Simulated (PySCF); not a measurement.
C₅H₆F₄.
SMILES: `C[C@@H]1C[C@]1(F)C(F)(F)F`

Level: PBE0/def2-SVPD in PySCF, non-relativistic, on one gas-phase PBE0-D3(BJ)/def2-SVP geometry that isn't relaxed in the solvent. The solvent is an IEF-PCM continuum (cavity from Bondi-type radii × 1.2), and excitations are vertical TDDFT with non-equilibrium linear response and a frozen core. Specific hydrogen bonds and non-electrostatic terms are outside this model.

| run | E − E(gas) (kcal/mol) | HOMO (eV) | HOMO–LUMO gap (eV) | dipole (D) | lowest singlet (eV) | static polarisability (au) |
| --- | --- | --- | --- | --- | --- | --- |
| gas | 0.00 | -8.70 | 9.38 | 2.81 | 8.09 | 60.9 |
| P | -2.27 | -8.54 | 9.45 | 3.30 | 8.16 | 72.9 |
| Q | -1.46 | -8.59 | 9.44 | 3.12 | 8.13 | 68.1 |

Question: The runs were made in benzene and chloroform. Which run belongs to which solvent?

Answer: P = chloroform, Q = benzene. The dielectric constants are 2.271 (benzene), 4.711 (chloroform), and the energy falls further as ε rises. The optical constants n² used for the excitations are 2.25, 2.09 in the same order. In this model the ground state sees the solvent through ε alone.

Question: How constant is the ratio of the lowering to (ε − 1)/(2ε + 1)?

Answer: 
```json
{"solvent": "benzene", "(ε − 1)/(2ε + 1)": "0.229", "E − E(gas) (kcal/mol)": "-1.46", "ratio (kcal/mol)": "-6.3", "polarisation term (kcal/mol)": "-1.55"}
{"solvent": "chloroform", "(ε − 1)/(2ε + 1)": "0.356", "E − E(gas) (kcal/mol)": "-2.27", "ratio (kcal/mol)": "-6.4", "polarisation term (kcal/mol)": "-2.51"}
```

The ratio changes by +0.4 % in size from benzene to chloroform. The polarisation term is half the interaction of the solute with the induced surface charges.

Conformer computed: `[CH3:1][C@@H:2]1[CH2:3][C@:4]1([F:5])[C:6]([F:7])([F:8])[F:9]`: C3–C4–C6–F7 -145°.
